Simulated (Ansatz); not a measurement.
Start from `[SiH3][Se][GeH3]` and change one atom or group to get `[GeH3][Se][GeH3]`.

Ansatz, PBE0-D4/def2-TZVP geometries, multiplicity 1. 

Scalar relativity is left out up to krypton.

| property | `[SiH3][Se][GeH3]` |
| --- | --- |
| HOMO–LUMO gap (B3LYP/def2-TZVPP) / eV | 6.08 |
| LUMO energy (B3LYP/def2-TZVPP) / eV | -0.68 |
| HOMO–LUMO gap (PBE/def2-TZVPP) / eV | 4.59 |
| size of the dipole moment (B3LYP/def2-TZVPP) / D | 1.01 |
| LUMO energy (PBE0/def2-TZVPP) / eV | -0.43 |
| zero-point energy (PBE0-D4/def2-TZVP) / kJ/mol | 129.9 |

Q: Give the same properties after the change, and the shifts. (Best estimate.)

A: Computed: 
```json
{"property": "HOMO–LUMO gap (B3LYP/def2-TZVPP) / eV", "`[GeH3][Se][GeH3]`": "6.03", "shift": "-0.05"}
{"property": "LUMO energy (B3LYP/def2-TZVPP) / eV", "`[GeH3][Se][GeH3]`": "-0.60", "shift": "0.08"}
{"property": "HOMO–LUMO gap (PBE/def2-TZVPP) / eV", "`[GeH3][Se][GeH3]`": "4.55", "shift": "-0.04"}
{"property": "size of the dipole moment (B3LYP/def2-TZVPP) / D", "`[GeH3][Se][GeH3]`": "1.08", "shift": "0.07"}
{"property": "LUMO energy (PBE0/def2-TZVPP) / eV", "`[GeH3][Se][GeH3]`": "-0.34", "shift": "0.09"}
{"property": "zero-point energy (PBE0-D4/def2-TZVP) / kJ/mol", "`[GeH3][Se][GeH3]`": "125.8", "shift": "-4.1"}
```

Dipoles are sizes alone; their direction can turn.

B3LYP here is the variant with VWN-RPA as its local correlation; programs differ in this.

Spin–orbit coupling is left out; it splits and shifts lone-pair levels of the heavy atoms by tenths of an eV.
